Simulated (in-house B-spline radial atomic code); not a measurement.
Sr⁺. Computed with a B-spline radial atomic code. Model: non-relativistic spherical atom: semilocal Troullier-Martins pseudo-atom, one channel per l, against all electrons, high spin, G0W0 and RPA with empty states to l = 8, local potential for every l without a channel, a model core (radius 0 = none) keeps its share of the functional.

Without relativity these are model numbers for so heavy an element.

What the tables leave out is listed at the end.

The pseudopotential gives back the lowest level of each angular momentum of its own functional in the configuration it was made in; a second state of the same l is only approximately right. Exact exchange, RPA and GW see the smooth pseudo-orbitals and miss the exchange with the core, for which the functional's share stands in. The column with an uncorrelated core keeps all orbitals and exact exchange, and so separates missing core correlation from pseudisation. Only the three outermost levels and the lowest empty one were computed. RPA here is direct RPA, with no exchange kernel, and its energies carry an (l + 1/2)⁻⁴ tail. A hybrid on a potential with a model core restores only its own semilocal share of the core's exchange.

Command:
```bash
python run_psgw.py task.json out
```
Settings (lengths in bohr, energies in hartree):
```
Z                      38
electrons              37
configuration          [Kr] 5s1
generated_in           [Kr] 5s2
functional             pbe,pbe
core_shells            5
radius_factor          0.9
core_correction        False
ion_configuration      [Ar] 3d10 4s2 4p6
```

Time taken, with all properties: 73 s on 1 thread of Arm Neoverse N1 (shared host).

Given: made with PBE; model core radius 0 bohr; local radius 1.042 bohr; mean-field start PBE.

Valence shells of the generating configuration: 3d, 4s, 4p, 5s.

Channel: s 1.105, p 1.197, d 1.015 (radii in bohr).

Computed: largest level miss in the spin-unpolarised generating configuration 0.033 eV; valence RPA correlation energy pseudo -1.3892 hartree; all-electron RPA polarisability, core included 61.077 bohr³; pseudo-atom RPA polarisability 59.827 bohr³; ionisation by mean-field all-electron 11.02 eV; ionisation by RPA all-electron 11.417 eV; ionisation by RPA pseudo minus all 0.066 eV.

| level | occupied | mean-field all-electron (eV) | mean-field pseudo minus all (eV) | G0W0 all-electron (eV) | G0W0 uncorrelated core minus all (eV) | G0W0 pseudo minus all (eV) | exchange self-energy all-electron (eV) | exchange self-energy pseudo (eV) |
| --- | --- | --- | --- | --- | --- | --- | --- | --- |
| 5s up | 1 | -8.5487 | -0.063 | -11.334 | -0.004 | -0.132 | -7.8203 | -7.6244 |

What is the ionisation by mean-field pseudo minus all?

0.085 eV.

What is the valence RPA correlation energy all-electron orbitals?

-1.1863 hartree.

Given: mean-field start PBE0.

Computed: valence RPA correlation energy all-electron orbitals -1.1346 hartree; valence RPA correlation energy pseudo -1.3437 hartree; ionisation by mean-field all-electron 10.895 eV; ionisation by mean-field pseudo minus all 0.08 eV; ionisation by RPA all-electron 11.248 eV; ionisation by RPA pseudo minus all 0.089 eV.

```tsv
level	occupied	mean-field all-electron (eV)	mean-field pseudo minus all (eV)	G0W0 all-electron (eV)	G0W0 uncorrelated core minus all (eV)	G0W0 pseudo minus all (eV)	exchange self-energy all-electron (eV)	exchange self-energy pseudo (eV)
5s up	1	-9.0974	-0.065	-11.298	-0.003	-0.117	-7.7011	-7.5219
5s down (empty)	0	-6.8319	-0.055	-5.786	-0.003	-0.045	-1.5289	-1.3055
```

What is the all-electron RPA polarisability, core included?

51.784 bohr³.

What is the pseudo-atom RPA polarisability?

50.872 bohr³.

Given: mean-field start Hartree-Fock.

Computed: valence RPA correlation energy all-electron orbitals -1.0135 hartree; pseudo-atom RPA polarisability 38.685 bohr³; ionisation by mean-field all-electron 10.294 eV; ionisation by mean-field pseudo minus all 0.072 eV; ionisation by RPA all-electron 10.992 eV; ionisation by RPA pseudo minus all 0.086 eV.

```csv
level,occupied,mean-field all-electron (eV),mean-field pseudo minus all (eV),G0W0 all-electron (eV),G0W0 uncorrelated core minus all (eV),G0W0 pseudo minus all (eV),exchange self-energy all-electron (eV),exchange self-energy pseudo (eV)
5s up,1,-10.321,-0.071,-11.132,-0.001,-0.066,-7.2322,-7.092
4p down,?,?,?,?,?,?,?,?
4p up,1,-35.848,-0.723,-36.118,-0.035,-0.313,-27.055,-26.097
5s down (empty),0,-4.5403,-0.039,-5.4687,-0.001,-0.035,-0.83691,-0.71979
```

What belongs in the row 4p down?

occupied: 1; mean-field all-electron (eV): -35.738; mean-field pseudo minus all (eV): -0.712; G0W0 all-electron (eV): -36.022; G0W0 uncorrelated core minus all (eV): -0.036; G0W0 pseudo minus all (eV): -0.306; exchange self-energy all-electron (eV): -27.04; exchange self-energy pseudo (eV): -26.05.

What is the all-electron RPA polarisability, core included?

39.269 bohr³.

What is the valence RPA correlation energy pseudo?

-1.2337 hartree.

Among the listed levels the largest G0W0 shift of the pseudo-atom is -0.31 eV, for 4p up on the Hartree-Fock start, while leaving the core uncorrelated moves that level by -0.04 eV. So pseudisation and the lost core exchange, not the missing core correlation, make the error. Not in the tables (levels of low weight, unsolved or above zero; the highest and the empty levels are kept at any weight): on PBE the G0W0 levels 4p down (pseudo minus all -0.30 eV, weights 0.32 and 0.42), 4p up (pseudo minus all -0.46 eV, weights 0.09 and 0.34), 5s down (pseudo minus all +0.14 eV, weights 0.78 and 0.58); on PBE0 the G0W0 levels 4p down (pseudo minus all -0.16 eV, weights 0.37 and 0.70), 4p up (pseudo minus all -0.17 eV, weights 0.65 and 0.69).
